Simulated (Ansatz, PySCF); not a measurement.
Caution: the highest occupied level lies above zero, so the state may not be bound. This triplet is an excited state, 1.12 eV above the relaxed singlet at the level composite: frozen-core CCSD(T) with HF/aug-cc-pVQZ and the correlation energy extrapolated as X^-3 from aug-cc-pVTZ and aug-cc-pVQZ, plus CCSDT(Q) minus CCSD(T) in aug-cc-pVDZ // B3LYP-D3(BJ)/def2-TZVPD (Ansatz, a program for electronic structure).

B3LYP has the VWN-RPA correlation part, as in Gaussian. 

Cartesian coordinates (Å):
```xyz
3

Al    -0.2922     0.6681     0.0000
Cl     1.7706    -0.2390     0.0000
H     -1.4784    -0.4290     0.0000
```
Charge -1, spin multiplicity 3.

What highest occupied spin orbital and total energy does PySCF with B3LYP-D3(BJ)/def2-TZVPD give?


The highest occupied spin orbital comes out as 1.49 eV and the total energy is -19138.39 eV.
